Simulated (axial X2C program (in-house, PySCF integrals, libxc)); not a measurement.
Results of a calculation; reference values are marked as such.
**GeF⁺: input and output of an EOM-EE-CCSD run**

Program: an in-house all-electron X2C program for linear molecules (integrals from PySCF).

Input and command:
```json
{"zs": [32, 9], "q": 1, "bas": ["dyall-acv3z", "dyall-av3z"], "r0": 1.85, "eom": "ee", "thr": -1.0, "nmax": 88}
```
```bash
python soeom.py task.json out
```

Keys: zs atomic numbers; q charge; bas basis sets; r0 starting distance in Å; eom kind of EOM run; thr threshold in hartree for freezing inner shells (an s shell follows its p shell); nmax most natural virtual spinors.

Output at R = 1.674 Å (near the PBE0 minimum at charge 1 of the determinant lowest at the starting distance; the state shown can have its own minimum elsewhere), reference GeF⁺:

```
two-component X2C + atomic mean field  HF
basis functions 178  fitting functions 961  grid points 5075
iter        total energy     max residual
   1      -2195.776449854     2.96e-01
   2      -2195.804797075     7.17e-03
   3      -2195.805851048     4.55e-03
   4      -2195.806165629     1.27e-03
   5      -2195.806203431     4.73e-04
   6      -2195.806207968     1.15e-04
   7      -2195.806208349     6.17e-05
   8      -2195.806208421     1.19e-05
   9      -2195.806208426     2.17e-06
  10      -2195.806208426     4.30e-07
converged
one-electron -3229.51251846  Coulomb 1031.87888693  exact exchange -88.48558234  xc functional 0.00000000  nuclear repulsion 91.04124059  atomic mean-field constant -0.72823514
correlated 10  virtual 266  natural virtual 88  E(MP2) -0.336304359  MP2 remainder -0.044484573
iter   CCSD correlation   residual
   1     -0.285267413   1.42e-01
   2     -0.294660587   7.02e-02
   3     -0.298255091   2.61e-02
   4     -0.298160932   7.30e-03
   5     -0.298162417   2.65e-03
   6     -0.298193661   1.13e-03
   7     -0.298196279   4.11e-04
   8     -0.298196630   9.63e-05
   9     -0.298199056   3.21e-05
  10     -0.298198355   1.12e-05
  11     -0.298198596   4.33e-06
  12     -0.298198552   1.85e-06
  13     -0.298198530   8.43e-07
  14     -0.298198522   4.19e-07
(T) -0.009880540  T1 0.0307  D1 0.0455  max T2 0.082
EOM-EE-CCSD roots
2*Omega      energy/Eh   energy/eV  one-particle weight
    0       0.18409654      5.0095      0.974
    0       0.18412831      5.0104      0.974
    0       0.28585543      7.7785      0.918
    0       0.30296582      8.2441      0.904
    0       0.30501402      8.2999      0.908
    2       0.18680293      5.0832      0.973
    2       0.26209858      7.1321      0.934
    2       0.28547144      7.7681      0.918
    2       0.29463333      8.0174      0.913
    4       0.18967888      5.1614      0.973
    4       0.29523047      8.0336      0.912
    4       0.30449275      8.2857      0.903
    6       0.29832070      8.1177      0.913
```
T1 in the output is the amplitude norm over the root of the electron number; divide by √2 for the Lee–Taylor value.

Reference electrons by ω block (each with its −ω partner): 1/2: 14, 3/2: 5, 5/2: 1. Root energies count from the CCSD energy of the reference. All roots sought are printed; those with a small one-particle weight need a further excitation, are placed far too high, and may in truth lie low or lowest. Inner shells are frozen, and levels at this size can be off by some tenths of an eV.
